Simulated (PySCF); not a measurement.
## Dipole response of Ag⁺ (silver, charge +1)

[Kr] 4d10, closed-shell 1S. Calculation: PySCF 2.14, in x2c-TZVPPall with one added diffuse shell each of s, p, d, f type (9s7p7d3f1g, 95 functions); scalar relativity by spin-free X2C-1e. Coupled (time-dependent) response in atomic units; α is the mean over directions.

```tsv
method	mean α (bohr³)	C₆ (like pair)	S(−4)
UHF	8.729	51.30	20.89
PBE	10.52	63.35	37.06
PBE0	9.878	59.01	30.33
r2SCAN0	9.689	58.23	27.80
BHandHLYP	9.450	56.11	26.72
```

S(−4) is the Cauchy moment in α(ω) = α(0) + S(−4) ω² + …

α(iu) at PBE:

```tsv
u (hartree)	α(iu) (bohr³)
0	10.52
0.0500	10.43
0.100	10.18
0.200	9.339
0.300	8.369
0.500	6.677
0.750	5.162
1.00	4.102
1.50	2.767
2.00	1.995
3.00	1.174
5.00	0.5373
```

A single London oscillator, α(iu) = α/(1 + u²/ω²), gives C₆ = (3/4) ω α². Matching the computed C₆ needs ω = 4 × 63.35 / (3 × 10.52²) = 0.763 hartree.

For an ion, C₆ is the dispersion term alone; charge-induced terms of lower order in 1/R come first.
